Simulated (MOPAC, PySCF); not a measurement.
H5ClSi2, SMILES `[SiH3][SiH2]Cl`, neutral singlet in the gas phase. 

Cartesian coordinates (Å):
SMILES: [SiH3][SiH2]Cl
```xyz
8

Si     1.2034    -0.0713     0.0854
Si    -1.1377    -0.0124     0.0529
Cl    -1.7542     1.0126    -1.6466
H      1.6646    -0.7999     1.2928
H      1.7006    -0.7663    -1.1246
H      1.7356     1.3107     0.1154
H     -1.7236    -1.3703    -0.0047
H     -1.6887     0.6968     1.2293
```
Charge 0, multiplicity 1.

All levels are single points at this geometry (B3LYP-D3(BJ)/def2-TZVP); Pople sets use spherical d functions. Orbital energies aren't observables, and empty levels follow the basis.

BP86/6-31G* in PySCF gives HOMO (eV) = -7.08.

Problem. Estimate the HOMO (eV) from each of these levels: B3LYP-D3(BJ)/def2-TZVP in PySCF; B3LYP/3-21G in PySCF; B3LYP/6-31G* in PySCF; HF/STO-3G in PySCF; AM1 in MOPAC.

Solution. 
| level | HOMO (eV) |
|---|---|
| B3LYP-D3(BJ)/def2-TZVP in PySCF | -8.01 |
| B3LYP/3-21G in PySCF | -8.08 |
| B3LYP/6-31G* in PySCF | -7.95 |
| HF/STO-3G in PySCF | -8.89 |
| AM1 in MOPAC | -10.60 |
